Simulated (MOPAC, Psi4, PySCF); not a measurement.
Torsional profile of octyltrichlorosilane, SMILES CCCCCCCC[Si](Cl)(Cl)Cl. Scanned: dihedral C4–C3–C2–C1; all other coordinates were relaxed at GFN2-xTB. Points at φ and −φ are mirror images. Heavy atoms are numbered in the order of the SMILES CCCCCCCC[Si](Cl)(Cl)Cl, hydrogens after them in the order of the atoms that carry them; the mirror image has the same energies with the sign of each dihedral reversed.

- RKS-B3LYP/6-31G* = PySCF with restricted B3LYP/6-31G*, spherical d, density fitting // GFN2-xTB
- PM7, restricted, heats of formation // GFN2-xTB (MOPAC)
- AM1, restricted, heats of formation // GFN2-xTB (MOPAC)
- PBE-D3(BJ)/def2-SVP // GFN2-xTB (Psi4)

Energies relative to the lowest point of each profile, in kJ/mol:

```csv
φ / °,RKS-B3LYP/6-31G*,PM7,AM1
-150,6.3,3.1,3.5
-120,13.4,6.2,7.1
-90,7.6,3.2,4.2
-60,3.8,3.0,4.1
-30,13.9,9.6,10.8
0,23.9,14.9,17.1
30,13.9,9.6,10.8
60,3.8,3.0,4.1
90,7.6,3.2,4.2
120,13.4,6.2,7.1
150,6.3,3.1,3.5
180,0.0,0.0,0.0
```

### Question
Predict the corresponding PBE-D3(BJ)/def2-SVP column.

### Answer
-150: 6.6; -120: 13.3; -90: 6.3; -60: 2.0; -30: 11.4; 0: 21.0; 30: 11.4; 60: 2.0; 90: 6.3; 120: 13.3; 150: 6.6; 180: 0.0 (kJ/mol).
